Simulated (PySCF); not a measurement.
# Calcium: a sound run and one with changed settings

Sound run: Ca [Ar] 4s2, Ca⁺ [Ar] 4s1. All numbers are calculated (PySCF 2.14, no relativity, point nucleus, in 6-31G* (5s4p3d, 32 functions)). In the sound run the correlated levels freeze [Ar]. The sound run starts from symmetry-adapted Hartree-Fock orbitals and uses a fine grid where one is needed.

Changed run: scalar relativity by spin-free X2C-1e. This setting is unsound on purpose.

| species | method | sound run (hartree) | changed run (hartree) | converged |
| --- | --- | --- | --- | --- |
| Ca | UHF | -676.70792 | -679.19160 | yes |
| Ca | PBE0 | -677.33673 | -679.82035 | yes |
| Ca | MN15 | -677.45217 | -679.93573 | yes |
| Ca | MP2 | -676.72526 | -679.20894 | yes |
| Ca | CCSD(T) | -676.73442 | -679.21806 | yes |
| Ca⁺ | UHF | -676.51948 | -679.00228 | yes |
| Ca⁺ | PBE0 | -677.11514 | -679.59777 | yes |
| Ca⁺ | MN15 | -677.22072 | -679.70326 | yes |

Ionisation energy of Ca:

| method | sound run (eV) | changed run (eV) |
| --- | --- | --- |
| UHF | 5.128 | 5.152 |
| PBE0 | 6.030 | 6.057 |
| MN15 | 6.298 | 6.326 |
| MP2 | 5.600 | 5.623 |
| SCS-MP2 | 5.694 | 5.718 |
| CCSD | 5.849 | 5.872 |
| CCSD(T) | 5.849 | 5.872 |
| CCSDT | 5.849 | 5.872 |
| FCI | 5.849 | 5.872 |

Most of the change in total energy is the relativistic energy itself. On top of that the contraction fixes the core shape for the Hamiltonian it was made with, so the changed run is not a good calculation with the other Hamiltonian either.

For comparison, NIST gives 6.113 eV between the lowest levels.
